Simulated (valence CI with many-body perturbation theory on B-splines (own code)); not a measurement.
# Forbidden lines of Pt5+

Calculated by relativistic CI+MBPT: five valence electrons over a frozen Dirac-Fock core [Xe] 4f14, a basis of 7 s, 7 p, 8 d, 6 f, 4 g, 1 h functions for each j, with the one-electron correlation potential Σ1, the two-electron term Σ2, the three-electron term Σ3, Breit, model QED; selected CI, second order for the rest, scaled by the run's own slope (own B-spline code, finite nucleus).

No measured levels were compared; by estimate terms of the open shell hold to 2 to 4 % of their energy, and close levels can change places; different configurations can be misplaced against each other by 1,000 to 8,000 cm⁻¹. Core correlation moves these levels by up to 14000 cm⁻¹, and in measured spectra 5 to 20 % of such shifts remained as error; rates that hang on mixing are uncertain with them. Among the levels kept, up to 1100 cm⁻¹ of a level comes from second order outside the variational space, and about a tenth of that is noise between levels of different J, which matters for small intervals. Only levels of the ground parity were solved; by the run's estimate the other parity begins above the list, which can be wrong where configurations are misplaced.

Lines 1 to 50 of 120 in falling wavelength, among levels below 17.800 eV, chosen from the decays that carry over 1 % of a level's rate. Wavelengths and rates use the calculated energies, so an error of 2000 cm⁻¹ moves a line at 24800 Å by 50 % and its rate by three times that or more. Electric multipoles are in the length gauge, E1 and E2 with the static RPA response of the core. S is in atomic units (e²a₀⁴ for E2 and M2, e²a₀⁶ for E3), for M1 in squared Bohr magnetons. Weak lines are less certain than strong ones. Lines between different terms over intervals too small for the method are left out, as are lines whose strength nearly cancels. Intervals below about 2000 cm⁻¹, as at the head of this list, are uncertain by tens of per cent.

Names give the largest LS component (configuration and term), which can be under half, so a name can repeat, a term be missing and a line seem to break the LS rules; names also repeat where a configuration has a term twice. Letters in brackets count levels of one name in rising energy.

```tsv
λ vac (Å)	Upper	Lower	Type	A (s⁻¹)	S (a.u.)
75070	5d⁵ ⁴G_9/2	5d⁵ ⁴G_11/2	M1	5.83e-02	9.14e+00
61910	5d⁵ ⁴G_11/2	5d⁵ ⁴G_7/2	E2	6.65e-09	6.49e-02
33930	5d⁵ ⁴G_9/2	5d⁵ ⁴G_7/2	M1	7.06e-01	1.02e+01
24800	5d⁵ ⁴P_1/2	5d⁵ ⁴D_3/2 [a]	M1	3.10e+00	3.51e+00
23870	5d⁵ ²I_13/2	5d⁵ ²I_11/2	M1	6.45e-01	4.55e+00
23140	5d⁵ ²D_3/2 [a]	5d⁵ ⁴F_5/2	M1	1.38e+00	2.54e+00
21630	5d⁵ ⁴D_3/2 [b]	5d⁵ ²D_5/2 [a]	M1	2.22e+00	3.33e+00
16370	5d⁵ ⁴D_7/2	5d⁵ ⁴G_9/2	M1	1.71e+00	2.22e+00
15340	5d⁵ ²F_7/2 [a]	5d⁵ ⁴D_7/2	M1	3.73e-01	3.99e-01
15030	5d⁵ ²G_7/2 [a]	5d⁵ ²F_5/2 [a]	M1	1.87e+00	1.88e+00
15020	5d⁵ ⁴D_7/2	5d⁵ ⁴G_5/2 [b]	M1	5.67e+00	5.69e+00
14860	5d⁵ ⁴G_7/2	5d⁵ ⁴G_5/2 [a]	M1	6.36e+00	6.19e+00
12810	5d⁵ ⁴D_3/2 [a]	5d⁵ ⁴G_5/2 [a]	M1	5.86e+00	1.82e+00
12440	5d⁵ ⁴F_5/2	5d⁵ ⁴F_3/2	M1	2.33e+00	9.98e-01
12170	5d⁵ ²H_9/2	5d⁵ ²G_9/2 [a]	M1	5.18e+00	3.46e+00
11820	5d⁵ ²G_9/2 [a]	5d⁵ ⁴D_7/2	M1	3.71e+00	2.27e+00
11400	5d⁵ ⁴F_7/2	5d⁵ ⁴F_5/2	M1	3.77e+00	1.66e+00
11040	5d⁵ ⁴D_7/2	5d⁵ ⁴G_7/2	M1	7.99e+00	3.19e+00
10980	5d⁵ ⁴F_7/2	5d⁵ ²H_9/2	M1	5.19e+00	2.04e+00
10950	5d⁵ ⁴G_5/2 [b]	5d⁵ ⁴G_5/2 [a]	M1	2.44e+01	7.13e+00
10810	5d⁵ ²G_7/2 [a]	5d⁵ ²G_9/2 [a]	M1	6.09e-01	2.28e-01
10770	5d⁵ ⁴D_1/2	5d⁵ ⁴P_1/2	M1	2.41e+01	2.24e+00
10490	5d⁵ ²F_5/2 [b]	5d⁵ ²F_5/2 [a]	M1	2.38e+00	6.11e-01
10290	5d⁵ ²G_9/2 [b]	5d⁵ ²G_7/2 [a]	M1	4.74e+00	1.91e+00
10040	5d⁵ ²D_5/2 [a]	5d⁵ ⁴D_3/2 [a]	M1	1.75e+00	3.95e-01
9842	5d⁵ ²H_9/2	5d⁵ ²F_7/2 [a]	M1	2.37e+00	8.39e-01
9730	5d⁵ ²D_3/2 [a]	5d⁵ ²F_5/2 [a]	M1	1.80e+00	2.46e-01
9610	5d⁵ ⁴F_5/2	5d⁵ ⁴D_3/2 [b]	M1	5.62e+00	1.11e+00
9529	5d⁵ ⁴F_5/2	5d⁵ ²F_7/2 [a]	M1	1.86e+01	3.58e+00
9305	5d⁵ ²G_9/2 [b]	5d⁵ ²H_9/2	M1	1.81e+01	5.41e+00
9056	5d⁵ ²D_5/2 [a]	5d⁵ ⁴G_7/2	M1	1.17e+01	1.94e+00
9044	5d⁵ ²F_5/2 [a]	5d⁵ ⁴D_7/2	M1	4.17e+00	6.86e-01
8936	5d⁵ ²G_7/2 [a]	5d⁵ ²F_7/2 [a]	M1	8.49e+00	1.80e+00
8895	5d⁵ ²I_11/2	5d⁵ ⁴G_9/2	M1	4.83e+00	1.51e+00
8659	5d⁵ ²H_9/2	5d⁵ ²I_11/2	M1	1.30e+00	3.13e-01
8609	5d⁵ ²F_5/2 [b]	5d⁵ ⁴F_3/2	M1	1.52e+01	2.16e+00
8599	5d⁵ ²F_7/2 [b]	5d⁵ ²F_5/2 [a]	M1	3.16e+00	5.96e-01
8091	5d⁵ ²D_3/2 [a]	5d⁵ ⁴F_3/2	M1	1.44e+01	1.13e+00
7953	5d⁵ ²I_11/2	5d⁵ ⁴G_11/2	M1	2.19e+01	4.90e+00
7917	5d⁵ ²F_7/2 [a]	5d⁵ ⁴G_9/2	M1	1.05e+01	1.54e+00
7738	5d⁵ ⁴F_3/2	5d⁵ ⁴P_1/2	M1	5.34e+00	3.67e-01
7588	5d⁵ ²F_7/2 [a]	5d⁵ ⁴G_5/2 [b]	M1	1.27e+00	1.65e-01
7538	5d⁵ ⁴D_3/2 [b]	5d⁵ ⁴G_5/2 [b]	M1	4.93e+00	3.13e-01
7511	5d⁵ ⁴D_1/2	5d⁵ ⁴D_3/2 [a]	M1	1.75e+01	5.51e-01
7152	5d⁵ ²F_5/2 [b]	5d⁵ ⁴D_3/2 [b]	M1	1.89e+00	1.54e-01
7030	5d⁵ ²F_7/2 [b]	5d⁵ ²G_9/2 [a]	M1	4.62e+00	4.76e-01
6855	5d⁵ ⁴D_3/2 [b]	5d⁵ ⁴D_3/2 [a]	M1	7.43e+00	3.55e-01
6790	5d⁵ ²D_3/2 [a]	5d⁵ ⁴D_3/2 [b]	M1	8.07e+00	3.75e-01
6789	5d⁵ ⁴F_7/2	5d⁵ ²F_5/2 [a]	M1	1.71e+01	1.59e+00
6653	5d⁵ ⁴F_5/2	5d⁵ ²D_5/2 [a]	M1	3.11e+01	2.04e+00
```
